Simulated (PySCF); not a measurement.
# Gas-phase XPS of (OH)1Al(OSiH2)2O, computed

Species: (OH)1Al(OSiH2)2O.
Bonds: Al1–O2, Al1–O3, Al1–O7, O3–Si4, Si4–O5, O5–Si6, Si6–O7. Hydrogens: H8 on O2; H9, H10 on Si4; H11, H12 on Si6.

Theory: PySCF, delta-SCF UKS SCAN, pcX-2 on the ionised atom, pcseg-1 elsewhere, spin-free X2C. Vertical ΔSCF values, vacuum level as zero.

Problem. List the computed XPS lines with their assignment.

Solution. 
```csv
atom(s),bonded to,level,binding energy (eV),2p1/2 (eV),above the level's lowest (eV),count
Si4/Si6,2 O and 2 H,Si 1s,1848.06,–,0.00,2
Al1,3 O,Al 1s,1568.18,–,0.00,1
O2,H and Al,O 1s,538.63,–,+0.85,1
O5,2 Si,O 1s,537.91,–,+0.13,1
O3/O7,Si and Al,O 1s,537.78,–,0.00,2
Si4/Si6,2 O and 2 H,Si 2p3/2,107.97,108.60,0.00,2
```

The listed O 1s values span 0.85 eV, from O3/O7 (bonded to Si and Al) to O2 (bonded to H and Al). The widest gap between neighbouring values is 0.72 eV, between 537.91 and 538.63 eV.

Problem. Which effective nuclear charge Zeff reproduces each element's mean 1s value in the hydrogen-like formula E = 13.606 eV × Zeff²?

Solution. O (Z = 8): mean 538.0 eV, Zeff = 6.29, Z − Zeff = 1.71; Al (Z = 13): mean 1568.2 eV, Zeff = 10.74, Z − Zeff = 2.26; Si (Z = 14): mean 1848.1 eV, Zeff = 11.65, Z − Zeff = 2.35. Means run over the listed sites, weighted by atom count.

Problem. Which photon energy gives electrons from Si 2p3/2 of Si4/Si6 a kinetic energy of 20 eV, and what is their de Broglie wavelength?

Solution. hν = 107.97 + 20 = 127.97 eV, recoil neglected; λ = 12.264 Å/√(E/eV) = 2.74 Å.

One atom of each set of topologically equivalent atoms was ionised and stands for the set; in this conformer not all members are related by symmetry, and their own values weren't computed. 2p3/2 and 2p1/2 are the ΔSCF energy of one spin-free 2p hole plus the eigenvalues of a spin–orbit and ligand-field matrix of the shell. 2p1/2 minus 2p3/2 (ligand field included): Si 0.63 eV. Geometry: PBE0-D3(BJ)/def2-SVP, one conformer, isolated molecule.
